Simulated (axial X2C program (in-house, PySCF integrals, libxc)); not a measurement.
Worked dissociation energy of HfBr⁺: CCSD, spin-free

Calculated with an axial X2C code built on PySCF integrals. Spin-free means the one-electron spin-free X2C Hamiltonian. Basis: Hf dyall-cv3z [13s14p9d7f4g], Br dyall-cv3z [8s9p6d4f1g] (cores contracted in-house); Gaussian nuclei, density fitting, unrestricted open shells. Masses: Hf 179.947 u, Br 78.918 u.

Molecular state: M_S = 1, Λ = 2 (beyond evenly filled blocks: σα, δ+α).

Correlated methods: 10 electrons correlated (number of frozen shells: Hf 5 s, 4 p, 2 d, 1 f; Br 3 s, 2 p, 1 d), 332 virtual spin orbitals or spinors in MP2, 90 natural virtuals in coupled cluster.

```
E(Hf+) (2M_S = 1, M_L = 0) : -15073.414690 hartree
E(Br) (2M_S = 1, M_L = 0)  : -2604.660147 hartree
E(HfBr⁺) at Re             : -17678.215328 hartree
ωe                         : 298.1 cm⁻¹
ωexe                       : 0.473 cm⁻¹
```

(1) Work out De and D0.

Occupations by symmetry block were frozen at the best pattern of an incomplete PBE0 search. De is counted from the lowest determinant-based energies of the atoms at the same level, without counterpoise correction. CCSD ran in a truncated set of natural virtual spinors with an MP2 remainder; without triples it tends to underbind. PBE0 can misorder states that lie within some tenths of an eV, so this need not be the ground state of the molecule. The nearest other spin-free determinant of the search, M_S = 0, Λ = 0, lies 0.02 eV up at the distance of the search. The outer-core s and p shells of the metal are frozen in the correlated rows, which leaves out core–valence correlation; for alkali and alkaline-earth bonds that tends to lengthen them. With the outer-core shells frozen, correlated bond lengths of heavy atoms tend to come out a few hundredths of an ångström too long. Spin-free De lacks the spin–orbit lowering of the heavy p-block atom, a tenth of an eV or more for 4p and 5p, up to an eV for 6p and one to two eV for 7p atoms, less what an open-shell molecule gains itself.

Each atomic determinant is the lowest at this level and need not be a pure term. Totals compare only within one Hamiltonian and basis.

Answers

(1) De = -15073.414690 + (-2604.660147) − (-17678.215328) = 0.14049 hartree = 3.823 eV. The zero-point energy is ωe/2 − ωexe/4 = 149 cm⁻¹ = 0.018 eV, so D0 = 3.804 eV.
